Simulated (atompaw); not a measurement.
## Scattering properties, PAW (atompaw) potential for lead (Pb)

- Element: lead
- Generator: atompaw 4.2.0.5
- Type: PAW
- Functional: PBE
- Relativity: scalar-relativistic
- Frozen core: [Kr] 4d10 4f14 5s2
- Valence charge: 20
- Reference configuration: 5p6 5d10 6s1.5 6p2.5
- Partial waves: 6s (bound): rc 2.40 bohr; 6s channel at 3.3 Ry: rc 2.20 bohr; 5p (bound): rc 1.40 bohr; 6p (bound): rc 2.40 bohr; 5d (bound): rc 2.40 bohr; 5d channel at 1.95 Ry: rc 2.40 bohr
- Local potential: bessel scheme, radius 1.75 bohr
- Core correction: smooth core density matched at 2.15 bohr
- Augmentation charge: sinc compensation charge, radius 1.95 bohr; PAW radius 2.40 bohr; waves and projectors: custom polynom2 7 10 vanderbiltortho

The phase is arctan(r·u′/u) with u = r·R(r), unwrapped; energies in Ry, scanned from -8 to 5 Ry. A pole is an energy at which the radial function vanishes at the test radius. The pseudo phase is shifted by a multiple of π to meet the all-electron one at the reference energy, and phase errors are pseudo minus all-electron; the curves can meet again beyond the range given. Levels narrower than the energy grid can be missing from the lists of poles.

| channel | radius (bohr) | reference energy (Ry) | poles, all-electron | poles, pseudo | unbroken range about the reference energy with phases within 0.05 rad | phase error 1 Ry above the reference energy (rad) |
| --- | --- | --- | --- | --- | --- | --- |
| s | 2.41 | -0.93 | 0.99 | 0.99, 4.34 | below 4.2 | -0.000 |
| p | 2.41 | -0.28 | -6.35, 3.02 | -6.35, 3.06 | the whole range | +0.001 |
| d | 2.41 | -1.62 | -1.38 | -1.37 | the whole range | +0.004 |

Phases in the d channel:

```
E (Ry)  all-electron  pseudo
 -8.00         1.421   1.424
 -7.76         1.418   1.421
 -7.52         1.415   1.419
 -7.28         1.413   1.416
 -7.04         1.410   1.413
 -6.80         1.407   1.410
 -6.56         1.403   1.407
 -6.32         1.400   1.404
 -6.08         1.396   1.400
 -5.84         1.392   1.396
 -5.60         1.388   1.392
 -5.36         1.383   1.387
 -5.12         1.378   1.382
 -4.88         1.373   1.377
 -4.64         1.366   1.371
 -4.40         1.359   1.364
 -4.16         1.351   1.356
 -3.92         1.342   1.347
 -3.68         1.332   1.337
 -3.44         1.319   1.325
 -3.20         1.304   1.309
 -2.96         1.283   1.289
 -2.72         1.255   1.262
 -2.48         1.211   1.218
 -2.24         1.129   1.138
 -2.00         0.900   0.914
 -1.76        -0.431  -0.421
 -1.52        -1.437  -1.436
 -1.28        -1.623  -1.620
 -1.04        -1.701  -1.697
 -0.80        -1.749  -1.745
 -0.56        -1.786  -1.782
 -0.32        -1.820  -1.815
 -0.08        -1.853  -1.848
  0.16        -1.889  -1.884
  0.40        -1.929  -1.924
  0.64        -1.978  -1.973
  0.88        -2.039  -2.034
  1.12        -2.119  -2.115
  1.36        -2.230  -2.227
  1.60        -2.391  -2.389
  1.84        -2.632  -2.632
  2.08        -2.980  -2.980
  2.32        -3.396  -3.392
  2.56        -3.764  -3.754
  2.80        -4.024  -4.010
  3.04        -4.198  -4.182
  3.28        -4.315  -4.298
  3.52        -4.399  -4.380
  3.76        -4.461  -4.442
  4.00        -4.509  -4.489
  4.24        -4.547  -4.526
  4.48        -4.578  -4.556
  4.72        -4.604  -4.581
  4.96        -4.627  -4.602
```
